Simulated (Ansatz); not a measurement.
Energy difference R1 → P1 + P2, each structure at its B3LYP-D3(BJ)/def2-TZVP stationary point, reached from a drawn start (curvature not checked).
R1: BCl2 (SMILES Cl[B]Cl), charge 0, multiplicity 2.
P1, BCl (SMILES [B]Cl) (charge 0, multiplicity 1):
```xyz
2

B     -0.861     0.000     0.000
Cl     0.861     0.000     0.000
```
P2: Cl atom, charge 0, multiplicity 2.

P less R. No zero-point or thermal terms; singlets are restricted closed shells; open shells are unrestricted; no spin–orbit coupling.

Frozen-core correlation throughout.

Programs: Ansatz (a program for electronic structure) with Gaussian orbitals. No computed number here is a measurement.

Total energies in hartree:

| structure | PBE/def2-TZVPP | PBE0/def2-TZVPP | CCSD(T)/cc-pV(Q+d)Z |
|---|---|---|---|
| R1 | -944.873529 | -944.950698 | -944.308316 |
| P1 | -484.771849 | -484.811486 | -484.488216 |
| P2 | -459.958430 | -459.997429 | -459.694492 |

Task: Work out the reaction energy at each level in kcal/mol (1 hartree = 627.50947 kcal/mol), and say how far PBE/def2-TZVPP lies from CCSD(T)/cc-pV(Q+d)Z.

Result: 
- PBE/def2-TZVPP: (-484.771849) + (-459.958430) − (-944.873529) = 0.143250 hartree = 89.89 kcal/mol
- PBE0/def2-TZVPP: (-484.811486) + (-459.997429) − (-944.950698) = 0.141783 hartree = 88.97 kcal/mol
- CCSD(T)/cc-pV(Q+d)Z: (-484.488216) + (-459.694492) − (-944.308316) = 0.125608 hartree = 78.82 kcal/mol
PBE/def2-TZVPP less CCSD(T)/cc-pV(Q+d)Z: 11.07 kcal/mol. CCSD(T)/cc-pV(Q+d)Z is the level counted from, the highest shown, and no exact or measured value.
